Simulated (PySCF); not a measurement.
Input of a run (PBE/6-31G* geometry optimisation, gas phase (PySCF 2.14.0)), started from GFN2-xTB:
```
{"job": {"xc": "PBE", "basis": "6-31G*", "grid": 1, "kind": "geom"}, "charge": 0, "multiplicity": 1}
F     -1.767678     0.734613    -1.141587
C     -1.313384    -0.355095    -0.454360
C     -0.559666     0.066597     0.794310
C      0.813683     0.566004     0.359608
C      1.385881    -0.386885    -0.646927
S      2.968884    -0.586746    -0.920485
Se     0.012456    -1.304324    -1.591791
H     -2.179305    -0.996741    -0.265432
H     -0.455105    -0.800416     1.449391
H     -1.120570     0.842333     1.317172
H      0.716248     1.543806    -0.125419
H      1.499755     0.676169     1.199494
```

Output (energies in Eh, forces in Eh/bohr):
```
step   0  E = -3053.86052737  max force = 0.019097
step   1  E = -3053.86301976  max force = 0.002163
step   2  E = -3053.86307056  max force = 0.000511
step   3  E = -3053.86307866  max force = 0.000374
optimisation converged
```

**Question.** Summarise the run.

**Answer.** The energy falls by 1.6 kcal/mol over 4 energy and gradient evaluations, the largest force component goes from 0.0191 to 3.7e-04 Eh/bohr, and the atoms move by 0.031 Å rms after alignment. Among the bonds, F1–C2, C4–C5 and C5–Se7 change most and about equally (+0.021 to +0.022 Å). Bonds longer at the end by more than 0.005 Å: 11 of 12; shorter: 0. Among the angles that change most is C4–C5–Se7, from 111.4° to 109.2°. The energy never rose by more than 1e-6 Eh on the way. The first step brought 98 % of the lowering.

**Question.** What are the final bond lengths?

**Answer.** F1–C2 1.388 Å, C2–C3 1.526 Å, C3–C4 1.533 Å, C4–C5 1.521 Å, C5=S6 1.639 Å, C5–Se7 1.925 Å, C2–Se7 1.993 Å, C2–H8 1.103 Å, C3–H9 1.104 Å, C3–H10 1.104 Å, C4–H11 1.108 Å, C4–H12 1.102 Å. Numbering counts from 1 in the input's order; the species is `F[C@@H]1CCC(=S)[Se]1`.

The run used 130 basis functions and 32 SCF cycles in all. On an Arm Neoverse V2 with one thread, shared host, this took 49 s wall and 0.60 GiB of memory at its peak.

PBE/6-31G* frequencies: not computed here. The numbers are those of one conformer.
